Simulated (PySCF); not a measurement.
# Diatomics of Pd with the halogens

MP2 with triple-zeta basis sets in PySCF, for the lowest determinant that a PBE0 search found; no spin–orbit coupling. De refers to high-spin ground-configuration atoms.

| M | basis | reference, frozen orbitals | state (unpaired electrons) | Re (Å) | ωe (cm⁻¹) | De (eV) |
| --- | --- | --- | --- | --- | --- | --- |
| F | def2-TZVPP | UHF, 1 | doublet (σ ↑) | 1.902 | 578 | n/a |
| Cl | x2c-TZVPPall | UHF, 19 | doublet (σ ↑) | 2.202 | 376 | n/a |
| Br | def2-TZVPP | UHF, 9 | doublet (σ ↑) | 2.324 | 271 | n/a |
| I | def2-TZVPP | UHF, 4 | doublet (σ ↑) | 2.480 | 222 | n/a |

The shortest bond is that of PdF (1.902 Å), the longest that of PdI (2.480 Å).

The rows differ in basis set, which adds steps of its own.

Down a group the atoms grow and get heavier, so bonds lengthen and wavenumbers fall; this series shows no clear exception.

Correlated steps freeze the inner cores (1 to 19 orbitals); shallow outer-core shells are correlated. These are scalar-relativistic numbers at best; spin–orbit coupling would shift them, the dissociation energy most. With d or f electrons several states lie close, and the lowest PBE0 determinant need not be the measured ground state.
